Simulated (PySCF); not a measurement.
Harmonic spectrum computed at PBE0 in the def2-SVPD basis family (core potentials from Rb on, PySCF, no spin–orbit coupling):

```
ω (cm⁻¹)  IR (km/mol, summed over degenerate members)  degeneracy
     203                                          5.0           2
     266                                         15.8           1
     527                                          295           2
     568                                          133           1
```

Problem. Which molecule gave it? In each, all ligands are bound to the one heavy central atom.
A. PdF₃⁻ (singlet)
B. GeF₃⁻ (singlet)
C. SeF₃⁻ (singlet)
D. CuF₃⁻ (doublet)
E. SnF₃⁻ (singlet)

Solution. B. It has C3v symmetry with Ge–F 1.836 Å (×3).
